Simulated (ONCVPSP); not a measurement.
## Potentials for W compared

Generated with ld1.x 7.5 (TM, RRKJ, ultrasoft, PAW), atompaw 4.2 or ONCVPSP 4.0.1. The cutoff is in Ry: for ld1.x and atompaw files where the sum of valence levels is converged to 10 mRy in a Bessel basis, for ONCV files where the hardest occupied wave has 1 mHa per electron of residual kinetic energy. The error is the largest all-electron minus pseudo excitation energy over each file’s own four to seven test configurations (ionisations up to +4, promotions, holes and added fractions of an electron), all of which were solved. The labels leave out finer settings (local radius, basis sizes, second energies), which also bear on the numbers. Spin-polarised tests are not counted. The rows are a selection from randomly drawn settings: files with unsolved tests, undetermined cutoffs or missed reference levels are left out.

A true bound ghost makes a file unfit for plane-wave use even where its test errors are small: the radial tests pick states by their node count and pass the ghost by.

| potential | cutoff (Ry) | largest error (meV) | bound ghosts |
| --- | --- | --- | --- |
| ONCV, LDA (Perdew-Wang 92), scalar-relativistic, rc 2.00/2.00/2.55 (spd), local smoothed, core correction yes, reference 5s2 5p6 5d5 6s1, qcut 6/7.4/5.7, projectors 2/1/2 | 23 | -3.5 | none |
| ONCV, LDA (Perdew-Wang 92), non-relativistic, rc 1.70/2.00/2.40/0.90 (spdf), local smoothed, core correction yes, reference 4f14 5s2 5p6 5d4.5 6s1.5, qcut 6.9/6.5/7.6/17.2, projectors 2/1/2/2 | 285 | -39 | s, p |
| ONCV, PBE, scalar-relativistic, rc 2.00/1.80/1.70/0.65 (spdf), local smoothed, core correction no, reference 4f14 5s2 5p6 5d4 6s2, qcut 4.7/6.5/5.4/29.4, projectors 2/2/2/2 | 654 | -93 | s, p, d |
| ONCV, PBEsol, scalar-relativistic, rc 1.40/1.55/2.90 (spd), local smoothed, core correction yes, reference 5s2 5p6 5d4 6s2, qcut 7/8.3/5.1, projectors 3/2/1 | 51 | -35 | none |
| ONCV, PBEsol, scalar-relativistic, rc 2.00/1.80/2.65 (spd), local p, core correction no, reference 5s2 5p6 5d4 6s2, qcut 6.2/7.8/6.3, projectors 2/0/2 | 34 | +183 | none |
| ONCV, Wu-Cohen, fully relativistic, rc 1.55/1.80/2.40 (spd), local smoothed, core correction yes, reference 5s2 5p6 5d4 6s1 6p1, qcut 8/7.7/6.1, projectors 2/2/2 | 48 | -125 | none |
| ONCV, LDA (Perdew-Wang 92), scalar-relativistic, rc 1.80/1.20/2.25 (spd), local smoothed, core correction no, reference 5s2 5p6 5d4, qcut 7.3/6.4/7.3, projectors 3/2/2 | 135 | +11 | s |

(1) Fill in the row for W: ONCV, PBE, scalar-relativistic, rc 2.80/1.85/2.35 (spd), local smoothed, core correction yes, reference 5p6 5d4 6s2, qcut 2.3/7.2/5.6, projectors 2/2/1.

(2) Fill in the row for W: ONCV, LDA (Perdew-Wang 92), fully relativistic, rc 1.70/1.95/2.44/0.50 (spdf), local smoothed, core correction yes, reference 4f14 5s2 5p6 5d4.5 6s1.5, qcut 5.8/5.7/6.6/20.3, projectors 2/2/3/1.

Answers

(1) cutoff 24 Ry, largest error -31 meV, bound ghosts: s.

(2) cutoff 2271 Ry, largest error -2.5 meV, bound ghosts: s, p3/2, d5/2, p1/2, d3/2.
